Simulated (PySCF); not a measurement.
sulfur tetrafluoride (F4S), SMILES FS(F)(F)F. Atoms are numbered in the order given.

```xyz
5

F      1.2204     0.0000    -0.6181
S      0.0000     0.0000     0.3866
F      0.0000     1.6541     0.2744
F      0.0000    -1.6541     0.2744
F     -1.2204     0.0000    -0.6181
```
Charge 0, spin multiplicity 1.

The structure is a stationary point at PBE0-D3(BJ)/def2-SVP.

Calculation: PBE/pcSseg-2 run with PySCF.

GIAO shieldings, no solvent; atoms listed in one row are averaged. δ = σ(ref) − σ: ¹⁹F against CFCl3 (σ = 132.0 ppm); ³³S against H2S (σ = 705.0 ppm), references at their B3LYP-D3(BJ)/def2-TZVP geometries, non-relativistic.

```csv
nucleus,atoms,count,δ (ppm)
¹⁹F,"F4, F3",2,99.4
¹⁹F,"F1, F5",2,51.4
³³S,S2,1,754.4
```
